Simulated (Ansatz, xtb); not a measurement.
## CCl3F3Si: which of two conformers lies lower

Structure a: `FC(Cl)(Cl)[Si](F)(F)Cl`, a singlet. Structure b: `FC(Cl)(Cl)[Si](F)(F)Cl`, a singlet. Both are isolated molecules in the gas phase, relaxed with PBE0-D4/def2-SVP.

a (Å):

```xyz
8

C    -2.1053   -0.5943   -0.0422
Cl   -1.3374   -1.9933    0.7374
Cl   -3.7417   -1.0106   -0.5935
Cl   -0.9078   -1.5365   -2.8992
F    -2.1895    0.4068    0.8491
F    -1.7342    1.2365   -2.1940
F     0.3940    0.3677   -1.0153
Si   -1.0566   -0.0558   -1.5390
```

b (Å):

```xyz
8

C    -1.0688    1.2620   -1.3354
Cl   -1.9440    0.8350    0.1502
Cl   -2.1861    1.9279   -2.5451
Cl    1.0816   -1.0678   -0.7317
F    -0.1438    2.1904   -1.0421
F     0.5051    0.0881   -3.4042
F    -1.3796   -1.3723   -2.3851
Si   -0.2446   -0.3005   -2.0461
```

Question: Which of the two would you expect CCSD(T)/def2-SVP + ΔMP2/def2-TZVPP electronic energies to favour?

Answer: CCSD(T)/def2-SVP + ΔMP2/def2-TZVPP gives E(b) − E(a) = −0.006 eV, slightly favouring structure b, which is too small a margin to settle the true order.

Level by level:

```
                             level          geometry  E(b) − E(a) (eV)  departure from the last row (eV)  job, with rough time for the two
                  PBE0-D4/def2-SVP  PBE0-D4/def2-SVP              −0.003                            +0.002                optimisation, 46 s
                       HF/def2-SVP  PBE0-D4/def2-SVP              −0.013                            −0.007           part of the CCSD(T) run
                      MP2/def2-SVP  PBE0-D4/def2-SVP              −0.005                             0.000           part of the CCSD(T) run
                  CCSD(T)/def2-SVP  PBE0-D4/def2-SVP              −0.008                            −0.002                      single point
CCSD(T)/def2-SVP + ΔMP2/def2-TZVPP  PBE0-D4/def2-SVP              −0.006                                                  single point, 95 s
```

The largest departure from CCSD(T)/def2-SVP + ΔMP2/def2-TZVPP is that of HF/def2-SVP, 0.007 eV. Levels run at GFN2-xTB geometries aren't shown. The last row adds to CCSD(T) the change of the MP2 difference between the two basis sets, here +0.002 eV.

With thermal terms from frequencies at re-optimised GFN2-xTB minima (ideal gas, soft modes damped towards free rotors, one conformer each, 298.15 K, 1 atm): on the last row, ΔE + ΔZPE = −0.005, ΔH = −0.006, ΔG = −0.003 eV.

The correlated steps freeze 24 core orbitals. Codes used: Ansatz 0.2.0, xtb 6.7.1; the last row on 2 threads of Arm Neoverse V1 on a shared host.
